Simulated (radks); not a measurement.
All-electron atom: a nucleus of charge 42.25 with 42 electrons in [Kr] 4d5 5s1.

All-electron calculation, scalar-relativistic Kohn-Sham, PBE, spin-unpolarised, spherical densities, point nucleus. Program: a radial shooting solver on a logarithmic mesh with Libxc functionals.

Energy parts (eV):
| part | energy |
|---|---|
| total | -111759.099 |
| kinetic | 115274.948 |
| electron-nucleus | -269275.631 |
| Hartree | 45632.289 |
| exchange-correlation | -3390.705 |

Orbitals (lengths in bohr, moments of r in powers of bohr):
| orbital | occ. | eigenvalue (eV) | <1/r> | <r^2> |
|---|---|---|---|---|
| 1s | 2 | -20082.99 | 43.84 | 0.001648 |
| 2s | 2 | -2845.010 | 9.875 | 0.02747 |
| 2p | 6 | -2544.259 | 9.598 | 0.02163 |
| 3s | 2 | -488.4225 | 3.394 | 0.2073 |
| 3p | 6 | -389.8102 | 3.229 | 0.2121 |
| 3d | 10 | -229.5971 | 2.997 | 0.2031 |
| 4s | 2 | -68.1176 | 1.245 | 1.359 |
| 4p | 6 | -41.7297 | 1.101 | 1.712 |
| 4d | 5 | -5.9971 | 0.7222 | 4.488 |
| 5s | 1 | -5.7020 | 0.3729 | 13.48 |

The highest occupied level is 5s at -5.702 eV. Summed over all electrons, <r^2> = 52.82 bohr^2, which gives a Langevin (diamagnetic) susceptibility term of -41.8 x 10^-6 cm^3/mol. The density falls to 0.001 e/bohr^3 at r = 4.57 bohr.
